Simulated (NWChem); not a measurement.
# SiH$_{3}$Cl; SMILES [SiH3]Cl

```xyz
5

Si     0.0000     0.0000    -0.9600
Cl     0.0000     0.0000     1.1078
H     -0.7872    -1.1686    -1.4420
H      1.4056    -0.0975    -1.4420
H     -0.6184     1.2661    -1.4420
```
Atoms are numbered in this order, from 1.

All runs: NWChem. All runs use the structure optimised with PBE0/def2-SVP. Level: PBE0/aug-cc-pVDZ; rows give the wavelength of the field.

Q: Order these by “isotropic polarisability (bohr³)”, lowest first: 589 nm; 400 nm; static.

A: static (42.6), 589 nm (43.8), 400 nm (45.4)
